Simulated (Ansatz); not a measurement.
Molecule: HgBr2, charge 1, multiplicity 2. The spin state was set by rule; other spins were not relaxed. 
Structure (B3LYP-D3(BJ)/def2-TZVP (Ansatz, a program for electronic structure) minimum search):
```xyz
3

Hg     0.0000     0.0000     0.0000
Br     0.0000     0.0000    -2.4237
Br     0.0000     0.0000     2.4237
```
Charge +1, spin multiplicity 2.

Total electronic energies in hartree. Cores are frozen in the correlated levels unless marked. UHF or UKS for open shells. Spin-orbit coupling is left out. Frozen are the shells of the preceding noble gas and the d and f shells that filled before the atom's block. Past Kr the def2 sets carry scalar-relativistic core potentials. CBS marks a two-point X^-3 extrapolation of the correlation energy; Hartree-Fock from the larger set. The bracket is a focal-point correction in the basis named. The program attaches cautions to a run behind LC-wPBE-D4/def2-TZVPD: asymmetric forces. The program attaches cautions to a run behind wB97M-V/def2-TZVPD: asymmetric forces. The program attaches cautions to a run behind wB97X-V/def2-TZVPD: asymmetric forces.

| level | program | energy (Eh) |
|---|---|---|
| SVWN5/def2-TZVPD | Ansatz | -5294.21697 |
| PBE-D4/def2-TZVPD | Ansatz + dftd4 | -5300.78643 |
| r2SCAN-D3(BJ)/def2-TZVPD | Ansatz + dftd3 | ? |
| PBE0/def2-SVP | Ansatz | -5300.26821 |
| PBE0/def2-TZVPD | Ansatz | -5300.90824 |
| PBE0/def2-QZVPP | Ansatz | ? |
| BHLYP/def2-TZVPD | Ansatz | -5301.35131 |
| LC-wPBE-D4/def2-TZVPD | Ansatz + dftd4 | ? |
| wB97M-V/def2-TZVPD | Ansatz | -5301.12082 |
| wB97X-V/def2-TZVPD | Ansatz | -5300.98257 |
| B2PLYP-D3(BJ)/def2-TZVPD | Ansatz + dftd3 | -5300.43864 |
| PBE-QIDH/def2-TZVPD | Ansatz | -5299.96660 |
| SCS-MP2/def2-TZVPP | Ansatz | -5297.74726 |
| CCSD/def2-SVP | Ansatz | -5296.95051 |
| RI-MP2/CBS(def2-TZVPP,def2-QZVPP)+[CCSD(T)-MP2]/def2-TZVPP | Ansatz | -5298.0269 |

Task: Complete the blanks.

Result: 
- r2SCAN-D3(BJ)/def2-TZVPD, energy (Eh): -5301.55184
- PBE0/def2-QZVPP, energy (Eh): -5301.01619
- LC-wPBE-D4/def2-TZVPD, energy (Eh): -5300.80022
